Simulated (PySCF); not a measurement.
**Unknown compound**

The spectra below were simulated for a compound C6H11NO2Si.

¹H NMR (600 MHz, computed): δ 6.42 (m, 1H), 6.33 (m, 1H), 6.24 (m, 1H), 5.27 (s, 1H), 4.08 (s, 3H), 2.39 (s, 3H), 2.10 (br s, 1H).

¹³C{¹H} NMR (computed): δ 135.8 (C), 122.3 (CH), 116.3 (CH), 116.2 (CH), 51.7 (CH3), 15.7 (CH3).

Computational details: NMR shieldings at PBE0/pcSseg-1/GIAO, GFN2-xTB geometry, in PySCF 2.14 (one averaged value for each set of equivalent atoms, non-relativistic Hamiltonian, no solvent, one conformer).

Chemical shifts δ = σref − σ; ¹H (31.72 ppm), ¹³C (186.93 ppm) vs TMS, all at this level.

Which candidate is it?
A. C=C[C@@H](OC)[C@H](C#N)O[SiH3]
B. CO[Si@H](O)n1cccc1C
C. CO[Si@@H](O)n1ccc(C)c1

## Answers

B. 

Rings plus π bonds: 3 (1 ring in the answer). 6 carbon signals for 6 carbons: no two carbons are equivalent. Carbon types of the structure: 1 × C, 3 × CH, 2 × CH3, leaving 2 H on heteroatoms. δC 135.8: substituted aromatic carbon next to a ring nitrogen. δC 122.3: aromatic CH next to a ring nitrogen. δC 116.3, 116.2: aromatic CH. δH 6.33, 6.24: hydrogen on an aromatic CH; the ring current deshields protons in the ring plane. δH 2.10: hydrogen on an oxygen bonded to Si; exchangeable, gas-phase position.

The others: CO[Si@@H](O)n1ccc(C)c1 has carbons computed at 129.2, 127.5, 117.7, 117.3, 51.9, 14.5; C=C[C@@H](OC)[C@H](C#N)O[SiH3] would give 7 signals for carbon-bound and other non-exchanging H, not 6.

OH/NH shifts are gas-phase values; hydrogen bonding in solution moves them, usually downfield. Shifts are as computed. Against solution values, carbons near 30 ppm lie about +3 ppm off and those near 130 ppm about +5 ppm. Of 1211 compounds with measured shifts, 218 miss one by over three times the rms of a fit or turn the order of signals round; such compounds aren't used in these exercises. No couplings were computed; multiplicities are counted from neighbouring protons, with m where these are inequivalent, close in shift, in a saturated or five-membered ring or joined by F or P, and br s for small geminal =CH2 splittings.
